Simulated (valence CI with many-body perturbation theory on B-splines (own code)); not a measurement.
## Ga7+: one-electron terms

Computed by configuration interaction combined with many-body perturbation theory (CI+MBPT): six valence electrons over a frozen Dirac-Fock core [Ar], radial functions for each j: 7 s, 7 p, 8 d, 6 f, 4 g, 1 h, with the one-electron correlation potential Σ1, the two-electron term Σ2, the three-electron term Σ3, Breit, model QED; selected CI, second order for the rest, scaled by the run's own slope (own B-spline code, finite nucleus).

No measured levels were compared; by estimate terms of the open shell hold to 2 to 4 % of their energy, and close levels can change places; different configurations can be misplaced against each other by 1,000 to 8,000 cm⁻¹. Core correlation moves these levels by up to 67000 cm⁻¹, and in measured spectra 5 to 20 % of such shifts remained as error; rates that hang on mixing are uncertain with them. Among the levels kept, up to 5900 cm⁻¹ of a level comes from second order outside the variational space, and about a tenth of that is noise between levels of different J, which matters for small intervals. Only levels of the ground parity were solved; by the run's estimate the other parity begins above the list, which can be wrong where configurations are misplaced.

These are the spectroscopic orbitals of the CI (the correlating ones are not listed), shaped by the core and the other valence electrons. h is the expectation value of the core's Dirac-Fock operator, without the valence repulsion; Σ1 is computed up to l = 3 at one energy for each symmetry, that of its lowest orbital but kept below the first core excitation, so for empty shells it is not the orbital's own correlation shift; Breit and QED include the response of the core.

```
Orbital  h (hartree)  Σ1 (cm⁻¹)  Breit (cm⁻¹)  QED (cm⁻¹)  ⟨r⟩ (bohr)
  4s1/2       -7.677      -4797           157         116       1.524
  5s1/2      -4.3337      -1520          66.0        48.8       2.776
  6s1/2      -2.7904       -700          33.6        24.8       4.406
  4p1/2      -6.9645      -4221           212       -11.9       1.628
  5p1/2       -4.008      -1460          94.4        -5.2       2.960
  6p1/2       -2.616       -702          49.9        -2.7       4.668
  4p3/2      -6.9138      -4118           128        -3.1       1.641
  5p3/2       -3.986      -1436          57.4        -1.3       2.977
  6p3/2      -2.6044       -693          30.9        -0.7       4.689
  3d3/2       -12.77     -18262           250       -89.0      0.6569
  4d3/2      -5.7468      -3320          57.0       -12.4       1.893
  5d3/2      -3.4672      -1419          27.4        -5.5       3.396
  3d5/2      -12.738     -18065         -77.0       -73.0      0.6595
  4d5/2      -5.7388      -3307           5.5        -9.6       1.896
  5d5/2      -3.4636      -1415           3.7        -4.3       3.400
  4f5/2       -4.684      -2143          -3.9        -1.3       2.136
  5f5/2      -3.0015      -1243          -2.8        -0.9       3.776
  4f7/2      -4.6839      -2122          -7.4        -0.9       2.136
  5f7/2      -3.0013      -1228          -5.3        -0.7       3.776
  5g7/2      -2.8853                     -0.1        -0.1       3.429
  5g9/2      -2.8852                     -0.1         0.0       3.430
```

Among the shells of the start configuration 3d6, Σ1 is largest in size for 3d3/2, where it is 0.65 % of h.

Lowest root of each symmetry, sizes in configuration state functions:

```csv
J,Parity,Roots,Reference,Variational,Second order,Change by selected CI (cm⁻¹),Change by second order (cm⁻¹)
0,even,6,26,34027,3231056,-22808,-132
1,even,5,60,29932,9015430,-22387,-543
2,even,10,86,27782,11858357,-21877,-1037
3,even,8,88,27140,13283338,-21325,-1562
4,even,8,77,26337,13757135,-21593,-1283
5,even,3,52,28037,12709737,-22526,-1830
6,even,3,31,28219,10425382,-23063,-1228
```
